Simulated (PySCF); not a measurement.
# Si2H3Cl3

The system: Si2H3Cl3, a small molecule; neutral, singlet. The structure, one conformer, was relaxed in the gas phase by PBE0-D3(BJ)/def2-SVP. No frequency run checks that it is a minimum.

SMILES: [SiH3][Si](Cl)(Cl)Cl

```xyz
8

Si    0.725   -0.710    0.321
Si   -0.817    0.930   -0.278
Cl   -0.218   -2.511    0.627
Cl    1.704   -0.186    2.053
Cl    2.127   -0.957   -1.162
H    -0.076    2.184   -0.599
H    -1.743    1.154    0.869
H    -1.574    0.455   -1.473
```
Atoms count from 1 in this order.

Shieldings: GIAO PBE0/pcSseg-2. Shifts are against computed references at the same level: H TMS (σ 31.24 ppm), Si TMS (σ 341.3 ppm). Core levels by delta-SCF with SCAN, pcX-2 on the ionised atom and pcseg-1 elsewhere, spin-free X2C (2p3/2 is the spin-free 2p value less a third of a first-order spin-orbit splitting); from the vacuum level, for chosen atoms.

Q: Give the NMR and core-level values of the distinct atoms.

A: 
| atoms | bonded to | σ (ppm) | δ (ppm) | core level (eV) |
| --- | --- | --- | --- | --- |
| Si1 | 3 Cl + 1 Si | 307.5 | 33.8 | 2p3/2 109.17 |
| Si2 | 1 Si + 3 H | 437.1 | -95.8 | 2p3/2 107.32 |
| Cl3 Cl4 Cl5 | 1 Si | 777.5 | - | 2p3/2 206.39 |
| H6 H7 H8 | 1 Si | 27.51 | 3.74 | - |

Values are those of this one static structure, with the three H of a rotating XH3 group averaged; atoms that internal rotation interchanges would show their mean in an NMR spectrum.

Q: Which of Si1, Si2 holds its core electrons tightest, and by how much against the loosest?

A: Si1 (bonded to 3 Cl + 1 Si), by 1.85 eV over Si2 (bonded to 1 Si + 3 H).

Q: By CAM-B3LYP/def2-SVPD (TDDFT singlets, Tamm-Dancoff triplets, ionisation by delta-SCF), where does absorption start, and what does vertical ionisation take?

A: The lowest singlet lies at 7.12 eV (f 0.035), the strongest of the first 6 at 7.21 eV (f 0.217), the lowest triplet at 6.26 eV; vertical ionisation takes 10.74 eV.

The 3 runs behind this took 120 s in all, one thread each of Arm Neoverse V1 on a shared host, launched as `OMP_NUM_THREADS=1 python cluster_run.py task.json out`.
